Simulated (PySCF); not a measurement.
Job file and geometry (Å, from GFN2-xTB) of an NMR shielding run on SMILES CS[Si@H](O)C#CC(C)=O, C5H8O2SSi, GIAO PBE0/pcSseg-1 NMR shielding, non-relativistic, gas phase (PySCF 2.14.0, density-fitted response routines); density fitting, a coarse starting grid and PySCF grid level 2 are the driver's defaults:

```
$ OMP_NUM_THREADS=1 python probes_run.py task.json out

{"job": {"kind": "nmr", "xc": "PBE0", "basis": "pcSseg-1"}, "charge": 0, "multiplicity": 1}
C     -2.056297    -1.257154     1.760425
S     -2.750519    -1.144660     0.085471
Si    -1.967512     0.764272    -0.528722
O     -2.385106     1.024214    -2.067097
C     -0.131235     0.619080    -0.297377
C      1.040561     0.416537    -0.074839
C      2.434733     0.196479     0.213265
C      3.309989     0.260770    -1.011755
O      2.838448    -0.018426     1.330600
H     -2.489987    -0.482963     2.385479
H     -2.320111    -2.235724     2.147565
H     -0.977197    -1.149679     1.714965
H     -2.511193     1.870785     0.236162
H     -2.581455     0.314191    -2.673132
H      2.993293    -0.498714    -1.724831
H      4.348840     0.099147    -0.735288
H      3.197749     1.233876    -1.486975
```

Q: Write the output of this run.

A: 
```
coarse grid: 15816 points
cycle   1  E = -1032.4749201535  dE =  1.260e+00  |g| = 1.056e+00  |ddm| = 4.103e+00
cycle   2  E = -1031.9410751305  dE =  5.338e-01  |g| = 1.967e+00  |ddm| = 3.453e+00
cycle   3  E = -1032.6704842866  dE = -7.294e-01  |g| = 3.027e-01  |ddm| = 2.681e+00
cycle   4  E = -1032.6890573186  dE = -1.857e-02  |g| = 9.959e-02  |ddm| = 3.726e-01
cycle   5  E = -1032.6906375426  dE = -1.580e-03  |g| = 3.402e-02  |ddm| = 1.128e-01
cycle   6  E = -1032.6908691822  dE = -2.316e-04  |g| = 8.222e-03  |ddm| = 3.557e-02
cycle   7  E = -1032.6908787941  dE = -9.612e-06  |g| = 5.243e-03  |ddm| = 1.024e-02
cycle   8  E = -1032.6908850087  dE = -6.215e-06  |g| = 1.386e-03  |ddm| = 4.291e-03
final grid: 145104 points
cycle   9  E = -1032.7681117026  dE = -1.266e-05  |g| = 1.396e-02  |ddm| = 4.364e-02
cycle  10  E = -1032.7680119951  dE =  9.971e-05  |g| = 2.631e-02  |ddm| = 3.739e-02
cycle  11  E = -1032.7681492243  dE = -1.372e-04  |g| = 3.146e-03  |ddm| = 2.704e-02
cycle  12  E = -1032.7681512736  dE = -2.049e-06  |g| = 3.937e-04  |ddm| = 2.993e-03
cycle  13  E = -1032.7681512960  dE = -2.235e-08  |g| = 2.306e-04  |ddm| = 5.285e-04
cycle  14  E = -1032.7681513071  dE = -1.108e-08  |g| = 9.311e-05  |ddm| = 2.314e-04
cycle  15  E = -1032.7681513090  dE = -1.990e-09  |g| = 2.059e-05  |ddm| = 8.350e-05
cycle  16  E = -1032.7681513091  dE = -9.777e-11  |g| = 5.192e-06  |ddm| = 2.479e-05
converged SCF energy = -1032.7681513091

GIAO shielding tensors (ppm)
atom      isotropic    diamagn.    paramagn.     s11        s22        s33       span
  0 C      174.695     253.121     -78.427    161.852    170.473    191.759     29.906
  1 S      680.834    1059.162    -378.328    568.857    641.240    832.405    263.548
  2 Si     376.986     880.156    -503.169    336.823    366.870    427.266     90.443
  3 O      301.300     385.897     -84.597    288.309    300.233    315.359     27.049
  4 C       87.544     266.190    -178.646     11.290     28.969    222.373    211.084
  5 C       78.980     269.535    -190.556    -23.145     -0.661    260.745    283.891
  6 C       -1.286     246.034    -247.320   -103.657     -1.065    100.863    204.521
  7 C      150.618     254.663    -104.045    125.316    133.733    192.805     67.490
  8 O     -376.453     400.021    -776.474  -1004.464   -476.734    351.838   1356.302
  9 H       29.665      30.484      -0.819     24.043     27.168     37.784     13.741
 10 H       29.638      29.773      -0.135     24.036     26.674     38.202     14.166
 11 H       29.423      34.304      -4.881     22.796     29.050     36.422     13.626
 12 H       26.371      28.917      -2.546     23.358     23.844     31.909      8.551
 13 H       29.751      31.028      -1.278     21.760     25.267     42.224     20.464
 14 H       29.236      30.365      -1.128     26.224     29.560     31.925      5.701
 15 H       29.558      27.473       2.085     26.446     27.327     34.901      8.455
 16 H       29.196      29.075       0.121     26.140     29.348     32.101      5.961
```

Q: Turn these shieldings into chemical shifts. Scale: 13C (σ = 186.93 ppm) and 29Si (σ = 349.16 ppm) and 1H (σ = 31.72 ppm) vs TMS; 33S (σ = 503.73 ppm) against CS2; 17O (σ = 336.08 ppm) against H2O (reference shieldings calculated alike).

A: Averaging equivalent atoms: C 6: 188.2; C 5: 107.9; C 4: 99.4; C 7: 36.3; C 0: 12.2; S 1: -177; Si 2: -27.8; O 8: 712.5; O 3: 34.8; H 12: 5.35; H 14/15/16: 2.39; H 9/10/11: 2.14; H 13: 1.97 ppm. Unscaled 17O shifts of doubly bonded oxygen tend to come out too high, by tens of ppm or more. Experimental scales use liquid or dissolved standards, which lie at an offset from isolated H2O (liquid H2O: subtract about 36 ppm).

Size and cost of the density-fitted run: 207 basis functions, 76 s wall time on 1 thread of an Intel Xeon, shared host; peak memory 0.92 GiB.
